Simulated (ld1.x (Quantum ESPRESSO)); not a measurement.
**Transferability test, TM potential for silicon**

| Property | Result |
| --- | --- |
| Element | Si (Z = 14) |
| Generator | ld1.x (Quantum ESPRESSO) 7.5 |
| Type | norm-conserving Troullier–Martins (Kleinman–Bylander form) |
| Functional | PBEsol |
| Relativity | non-relativistic |
| Frozen core | [Ne] |
| Valence charge | 4 |
| Reference configuration | 3s2 3p0 (charge +2) |
| Partial waves | 3p (bound, empty): rc 1.75 bohr; 3d channel at 0.45 Ry: rc 1.35 bohr; 3s (bound): rc 1.20 bohr |
| Local potential | the s channel |
| Core correction | none |

Energies are relative to the spin-unpolarised reference configuration 3s2 3p0; without spin polarisation the order of configurations can differ from experiment.

Q: Give the all-electron excitation energy and the error of the potential for: 3s2 3p2; 3s2 3p1; 3s1 3p0; 3s1 3p3; 3s1 3p2; 3s2 3p1.5; 3s0 3p4.

A:

```tsv
valence configuration	charge	ΔE all-electron (eV)	error AE − PS (meV)
3s2 3p2	0	-23.699	+39
3s2 3p1	+1	-15.976	+17
3s1 3p0	+3	33.829	+30
3s1 3p3	0	-16.961	+57
3s1 3p2	+1	-8.629	+38
3s2 3p1.5	+0.5	-20.786	+29
3s0 3p4	0	-10.077	+122
```

Levels in the configuration 3s1 3p3:

```
level  all-electron (eV)  pseudo (eV)
   3s            -11.463      -11.443
   3p             -4.649       -4.661
```
